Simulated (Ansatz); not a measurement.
Q: Name a neutral molecule of B, C, O and H with HOMO–LUMO gap (B3LYP/def2-TZVPP) between 7.00 and 7.30 eV and HOMO energy (PBE0/def2-TZVPP) between -7.65 and -7.35 eV (Ansatz, PBE0-D4/def2-TZVP geometry).

A: `BC(C)CO` (7.13 eV, -7.58 eV); `CB(O)CO` (7.28 eV, -7.38 eV). Other molecules can fit too; these were computed, each in one conformer that needn't be the lowest.

B3LYP here is the variant with VWN-RPA as its local correlation; programs differ in this.
